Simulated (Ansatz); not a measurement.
Consider the isomerisation: `[F][AlH][O][SiH3]` → `O[SiH](F)[AlH2]`.

Isolated molecules relaxed with PBE0-D4/def2-TZVP in Ansatz; ΔE leaves out vibrations. CCSD(T)/CBS adds triple-zeta CCSD(T) − MP2 to the extrapolated MP2 energy (def2 sets, frozen cores). This one scheme is used for every species. Functionals use def2-TZVPP. HSE06 is defined as in plane-wave codes. One conformer a species, not always the lowest.

CCSD(T)/CBS gives +52.3 kcal/mol.

(1) Another level gave +51.7 kcal/mol. Which?
A. HSE06-D4/def2-TZVPP
B. CCSD/def2-TZVPP
C. RPA@PBE/def2-TZVPP
D. PBE-D4/def2-TZVPP

Largest T1 diagnostic among the species: 0.012.

Results:

(1) C. RPA@PBE/def2-TZVPP 51.7, PBE-D4 46.0, CCSD/def2-TZVPP 53.1, HSE06-D4 47.4 kcal/mol.

Leaving LDA and LC-ωPBE aside and taking each functional with its dispersion term where it has one, the values, not all of them listed here, spread over 7.9 kcal/mol, from revPBE-D4 to B2PLYP. At CCSD(T), def2-SVP lies +5.2 kcal/mol from the extrapolated value and def2-TZVPP +0.4 kcal/mol.
